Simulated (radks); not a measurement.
Isoelectronic series with 3 electrons, all held in the configuration [He] 2s1, which need not be the ground one along the series. Calculated with a radial shooting solver on a logarithmic mesh with Libxc functionals: non-relativistic Kohn-Sham, PBEsol, spin-polarised, spherical densities, point nucleus; open shells are filled with parallel spins first. Total energies (hartree) and orbital eigenvalues (eV):

Li: E (hartree) -7.39755; 2s up -3.1613; 1s down -51.0244; 1s up -51.2269
Be+: E (hartree) -14.20549; 2s up -14.3403; 1s down -116.4844; 1s up -116.9540
B2+: E (hartree) -23.26580; 2s up -32.4590; 1s down -209.3535; 1s up -210.1004
C3+: E (hartree) -34.57679; 2s up -57.4227; 1s down -329.4936; 1s up -330.5221
N4+: E (hartree) -48.13805; 2s up -89.2071; 1s down -476.8709; 1s up -478.1832
O5+: E (hartree) -63.94943; 2s up -127.8033; 1s down -651.4730; 1s up -653.0704
F6+: E (hartree) -82.01088; 2s up -173.2073; 1s down -853.2944; 1s up -855.1776
Ne7+: E (hartree) -102.32238; 2s up -225.4172; 1s down -1082.332; 1s up -1084.502
Mg9+: E (hartree) -149.69544; 2s up -350.2508; 1s down -1622.051; 1s up -1624.795
Al10+: E (hartree) -176.75700; 2s up -422.8735; 1s down -1932.731; 1s up -1935.762
Si11+: E (hartree) -206.06856; 2s up -502.2997; 1s down -2270.623; 1s up -2273.942
P12+: E (hartree) -237.63014; 2s up -588.5293; 1s down -2635.727; 1s up -2639.334
S13+: E (hartree) -271.44172; 2s up -681.5621; 1s down -3028.044; 1s up -3031.939
Cl14+: E (hartree) -307.50330; 2s up -781.3981; 1s down -3447.573; 1s up -3451.756
Ar15+: E (hartree) -345.81489; 2s up -888.0371; 1s down -3894.314; 1s up -3898.785
K16+: E (hartree) -386.37649; 2s up -1001.479; 1s down -4368.267; 1s up -4373.026
